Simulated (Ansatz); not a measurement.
Consider the atomization: `C[O][Ga]([F])[Cl]` → C• + Cl• + F• + Ga• + 3 H• + O•.

Program: Ansatz. Geometries: PBE0-D4/def2-TZVP. ΔE: electronic, gas phase. CCSD(T)/CBS adds triple-zeta CCSD(T) − MP2 to the extrapolated MP2 energy (def2 sets, frozen cores). This one scheme is used for every species, atoms too. For atomizations the MP2-based limit and the directly extrapolated one differ by several kJ/mol either way, and by 10 to 25 for some Ge, Se and Sn compounds, so smaller differences from it don't rank the levels. Functionals use def2-TZVPP. HSE06 is defined as in plane-wave codes. No spin–orbit coupling; open shells (•) take unrestricted orbitals. Spin–orbit coupling would lower the free atoms: a little for C, Cl, F, O; clearly for Ga. For Ga outer-core shells are correlated without core-valence functions, so the limit isn't a true one: a few kJ/mol of doubt a bond, and 10 to 20 or more in all where bonds break to atoms. Scalar relativity is left out up to krypton. Each species was taken in one conformer, which may not be the lowest.

| level | ΔE (kJ/mol) | difference from CCSD(T)/CBS |
| --- | --- | --- |
| B97M-V | 2847.5 | -9.6 |
| PBE | 2882.4 | 25.3 |
| revPBE | 2762.9 | -94.2 |
| BLYP | 2781.4 | -75.7 |
| PBE0 | 2815.0 | -42.1 |
| r2SCAN0 | 2788.6 | -68.5 |
| HSE06 | 2818.6 | -38.5 |
| CAM-B3LYP | 2826.7 | -30.4 |
| HF/def2-SVP | 2050.7 | -806.4 |
| CCSD(T)/def2-SVP | 2700.3 | -156.8 |
| HF/def2-TZVPP | 2034.0 | -823.1 |
| MP2/def2-TZVPP | 2888.4 | 31.3 |
| SCS-MP2/def2-TZVPP | 2838.5 | -18.6 |
| MP2/def2-QZVPP | 2928.4 | 71.3 |
| SCS-MP2/def2-QZVPP | 2884.6 | 27.5 |
| MP2/CBS(def2) | 2954.6 | 97.5 |
| CCSD(T)/CBS | 2857.1 | 0 |

Largest T1 diagnostic among the species: 0.014.

At CCSD(T), def2-SVP lies −156.8 kJ/mol from the extrapolated value and def2-TZVPP −66.2 kJ/mol: correlation converges slowly with the basis, and small sets miss more of it in the bonded molecule than in its fragments. From BLYP to BHLYP (50 % exact exchange), in def2-TZVPP and without D4, ΔE moves by −91.4 kJ/mol: exact exchange takes away binding that semilocal exchange gives to molecules.
